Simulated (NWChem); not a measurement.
System: C2H6In, doublet; SMILES [CH3][In][CH3]

Input file for NWChem:

```
start job
memory heap 200 mb stack 900 mb global 1100 mb
geometry units angstroms noautoz
  In     0.272463     0.000215    -0.023181
  C     -0.872310     1.892530     0.048647
  H     -1.544658     1.931604    -0.823401
  H     -0.215180     2.772177     0.043211
  H     -1.484569     1.898784     0.964748
  C     -0.873220    -1.892751    -0.050088
  H     -1.544472    -1.886572    -0.923855
  H     -1.486658    -1.945857     0.863718
  H     -0.216449    -2.771287    -0.100023
end
basis spherical
  * library 3-21g
end
dft
  odft
  mult 2
  xc pbe0
  iterations 150
  mulliken
end
task dft energy
```

Excerpt of the output:

```
             Northwest Computational Chemistry Package (NWChem) 7.3.0
             --------------------------------------------------------

 CS  symmetry detected

                             Geometry "geometry" -> ""
                             -------------------------

 Output coordinates in angstroms (scale by  1.889725989 to convert to a.u.)

  No.       Tag          Charge          X              Y              Z
 ---- ---------------- ---------- -------------- -------------- --------------
    1 In                  49.0000     0.32647443    -0.00004016     0.00000000
    2 C                    6.0000    -0.81897384    -0.00011401     1.89328429
    3 H                    1.0000    -1.47346469    -0.88636246     1.90974848
    4 H                    1.0000    -0.16160569    -0.01487459     2.77265706
    5 H                    1.0000    -1.44971021     0.90290511     1.92298427
    6 C                    6.0000    -0.81897384    -0.00011401    -1.89328429
    7 H                    1.0000    -1.47346469    -0.88636246    -1.90974848
    8 H                    1.0000    -1.44971021     0.90290511    -1.92298427
    9 H                    1.0000    -0.16160569    -0.01487459    -2.77265706

 Effective nuclear repulsion energy (a.u.)     226.1960311658

      Symmetry information
      --------------------

 Group name             Cs
 Group number              2
 Group order               2
 No. of unique centers     5

                                 NWChem DFT Module
                                 -----------------

 Summary of "ao basis" -> "ao basis" (spherical)
 ------------------------------------------------------------------------------
       Tag                 Description            Shells   Functions and Types
 ---------------- ------------------------------  ------  ---------------------
 In                          3-21g                  13       31   6s5p2d
 C                           3-21g                   5        9   3s2p
 H                           3-21g                   2        2   2s

      Symmetry analysis of basis
      --------------------------

        a'         37
        a"         24

            General Information
            -------------------
          SCF calculation type: DFT
          Wavefunction type:  spin polarized.
          No. of atoms     :     9
          No. of electrons :    67
           Alpha electrons :    34
            Beta electrons :    33
          Charge           :     0
          Spin multiplicity:     2
          Use of symmetry is: on ; symmetry adaption is: on
          Maximum number of iterations: 150
          AO basis - number of functions:    61
                     number of shells:    35
          Convergence on energy requested:  1.00D-06
          Convergence on density requested:  1.00D-05
          Convergence on gradient requested:  5.00D-04

              XC Information
              --------------
                         PBE0 Method XC Functional
                     Hartree-Fock (Exact) Exchange  0.250
          PerdewBurkeErnzerhof Exchange Functional  0.750
            Perdew 1991 LDA Correlation Functional  1.000 local
           PerdewBurkeErnz. Correlation Functional  1.000 non-local

             Grid Information
             ----------------
          Grid used for XC integration:  medium
          Radial quadrature: Mura-Knowles
          Angular quadrature: Lebedev.
          Tag              B.-S. Rad. Rad. Pts. Rad. Cut. Ang. Pts.
          ---              ---------- --------- --------- ---------
          In                  1.55      123           8.0       590
          C                   0.70       49          11.0       434
          H                   0.35       45          12.0       434
          Grid pruning is: on
          Number of quadrature shells:   307
          Spatial weights used:  Erf1

      Superposition of Atomic Density Guess
      -------------------------------------

 Sum of atomic energies:       -5792.63161489

      Non-variational initial energy
      ------------------------------

 Total energy =   -5793.802391
 1-e energy   =   -8448.432602
 2-e energy   =    2428.434180
 HOMO         =      -0.111113
 LUMO         =       0.011224

   Symmetry analysis of molecular orbitals - initial alpha
   -------------------------------------------------------

  Numbering of irreducible representations:

     1 a'          2 a"

  Orbital symmetries:

     1 a'          2 a'          3 a"          4 a'          5 a'
     6 a'          7 a"          8 a'          9 a'         10 a"
    11 a'         12 a"         13 a'         14 a'         15 a'
    16 a"         17 a'         18 a"         19 a'         20 a'
    21 a'         22 a"         23 a'         24 a"         25 a'
    26 a'         27 a"         28 a'         29 a'         30 a"
    31 a"         32 a'         33 a"         34 a'         35 a'
    36 a'         37 a"         38 a'         39 a'         40 a'
    41 a"         42 a"         43 a"         44 a'

   Symmetry analysis of molecular orbitals - initial beta
   ------------------------------------------------------

  Numbering of irreducible representations:

     1 a'          2 a"

  Orbital symmetries:

     1 a'          2 a'          3 a"          4 a'          5 a'
     6 a'          7 a"          8 a'          9 a'         10 a"
    11 a'         12 a"         13 a'         14 a'         15 a'
    16 a"         17 a'         18 a"         19 a'         20 a'
    21 a'         22 a"         23 a'         24 a"         25 a'
    26 a'         27 a"         28 a'         29 a'         30 a"
    31 a"         32 a'         33 a"         34 a'         35 a'
    36 a'         37 a"         38 a'         39 a'         40 a'
    41 a"         42 a"         43 a"         44 a'

     ---------------------------------------------
      Total Density - Mulliken Population Analysis
     ---------------------------------------------

[...]
```

Level: PBE0/3-21G, non-relativistic, spin-unrestricted. The geometry was optimised at PBE0/def2-SVP (def2 core potentials past Kr), spin-unrestricted. Not confirmed as a minimum by frequencies. This spin state was assumed; another may lie lower. No stability test was run on the SCF state.
